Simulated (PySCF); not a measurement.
Species: C₆H₁₈Si₂.
Atom-mapped SMILES: `[CH3:1][Si:2]([CH3:3])([CH3:4])[Si:5]([CH3:6])([CH3:7])[CH3:8]` (hydrogens: H9, H10, H11 on C1; H12, H13, H14 on C3; H15, H16, H17 on C4; H18, H19, H20 on C6; H21, H22, H23 on C7; H24, H25, H26 on C8)

The geometry is computed with GFN2-xTB (gas phase).

(1) Give the optimised bond lengths and angles.

Results:

(1) 
```json
{"bond": "C1–Si2 and 5 like bonds", "length (Å)": "1.915", "order": "single"}
{"bond": "Si2–Si5", "length (Å)": "2.349", "order": "single"}
{"bond": "C1–H9 and 17 like bonds", "length (Å)": "1.086", "order": "single"}
```

Bonds in one row agree within 0.01 Å and their mean is given. Orders are formal, as drawn. A selection of angles:
```json
{"angle": "C1–Si2–C3", "degrees": "107.2"}
{"angle": "C1–Si2–Si5", "degrees": "111.6"}
```

Torsions: C1–Si2–Si5–C6 180° (antiperiplanar).

Si2 (four-coordinate silicon) is tetrahedral (angles from 107.2° to 111.7°). All 6 C–Si bonds measure 1.914 to 1.915 Å.

Point group: D3d (tolerance 0.08 Å). No GFN2-xTB frequencies stand behind this structure, so it isn't proved a minimum.
